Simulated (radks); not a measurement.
Effect of the nuclear size on the samarium ion Sm47+, [Ne] 3s2 3p3. Method: Dirac Kohn-Sham, BLYP, spin-unpolarised, spherical densities, finite nucleus; open shells fill j = l - 1/2 first; Fermi nuclear charge, rms radius 5.0819 fm; computed with a radial shooting solver on a logarithmic mesh with Libxc functionals. The rms radius is varied about that value; shifts are against it.

[
 {"rms radius (fm)": "4.3704", "total energy shift (eV)": "-4.41", "density at nucleus (e/bohr^3)": "5.544e+05", "1s1/2 shift (meV)": "-1820", "2s1/2 shift (meV)": "-236", "2p1/2 shift (meV)": "3.63", "3s1/2 shift (meV)": "-61.0", "3p1/2 shift (meV)": "0.754", "3p3/2 shift (meV)": "3.25", "4s1/2 (empty) shift (meV)": "-23.3"},
 {"rms radius (fm)": "4.589", "total energy shift (eV)": "-3.11", "density at nucleus (e/bohr^3)": "5.48e+05", "1s1/2 shift (meV)": "-1280", "2s1/2 shift (meV)": "-166", "2p1/2 shift (meV)": "2.56", "3s1/2 shift (meV)": "-43.0", "3p1/2 shift (meV)": "0.531", "3p3/2 shift (meV)": "2.29", "4s1/2 (empty) shift (meV)": "-16.4"},
 {"rms radius (fm)": "5.0819", "total energy shift (eV)": "0", "density at nucleus (e/bohr^3)": "5.348e+05", "1s1/2 shift (meV)": "0.000", "2s1/2 shift (meV)": "0.000", "2p1/2 shift (meV)": "0.000", "3s1/2 shift (meV)": "0.000", "3p1/2 shift (meV)": "0.000", "3p3/2 shift (meV)": "0.000", "4s1/2 (empty) shift (meV)": "0.000"},
 {"rms radius (fm)": "5.3462", "total energy shift (eV)": "1.77", "density at nucleus (e/bohr^3)": "5.283e+05", "1s1/2 shift (meV)": "728", "2s1/2 shift (meV)": "94.5", "2p1/2 shift (meV)": "-1.45", "3s1/2 shift (meV)": "24.4", "3p1/2 shift (meV)": "-0.301", "3p3/2 shift (meV)": "-1.30", "4s1/2 (empty) shift (meV)": "9.32"},
 {"rms radius (fm)": "6.2711", "total energy shift (eV)": "8.48", "density at nucleus (e/bohr^3)": "5.086e+05", "1s1/2 shift (meV)": "3500", "2s1/2 shift (meV)": "454", "2p1/2 shift (meV)": "-6.93", "3s1/2 shift (meV)": "117", "3p1/2 shift (meV)": "-1.44", "3p3/2 shift (meV)": "-6.24", "4s1/2 (empty) shift (meV)": "44.7"}
]

Slopes of the eigenvalues against <r^2> in GHz/fm^2, as finite differences over the two radii next to the reference (eigenvalue slopes, not the field-shift constants of lines): 1s1/2 64600, 2s1/2 8390, 2p1/2 -129, 3s1/2 2170, 3p1/2 -26.8, 3p3/2 -115, 4s1/2 (empty) 827.
